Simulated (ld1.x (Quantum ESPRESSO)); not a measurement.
Building the TM potential for tantalum (Ta) (PBEsol, scalar-relativistic).

ld1.x (Quantum ESPRESSO) 7.5 input, shortened:

```
&input
   title='Ta', zed=73., rel=1, dft='PBESOL', iswitch=3,
   config='[Xe] 4f14 5d3 6s2 6p0'
 /
 &inputp
   pseudotype=2, tm=.true., lloc=2,
   nlcc=.false.
 /
3
6S  1  0   2.00   0.00  2.00  2.00  0.0
5P  2  1   6.00   0.00  1.80  1.80  0.0
5D  3  2   3.00   0.00  1.60  1.60  0.0
 &test
   configts(1)='5p6 5d3 6s2 6p0'
 /
```

Poles of the logarithmic derivatives, all-electron (AE) and pseudo (PS). s: poles at no energy (AE) and -2.0 (PS) Ry. p: poles at -2.5 (AE) and -2.5, 2.5 (PS) Ry. d: poles at 1.3 (AE) and 1.2 (PS) Ry. Test radius 2.21 bohr.

* Largest excitation error: -197 meV (all-electron minus pseudo) for 5p5 5d3 6s2 6p0, out of 7 test configurations

A Bessel basis up to 400 Ry misses an occupied level by 0.06 Ry, so cutoffs and ghosts were not judged.
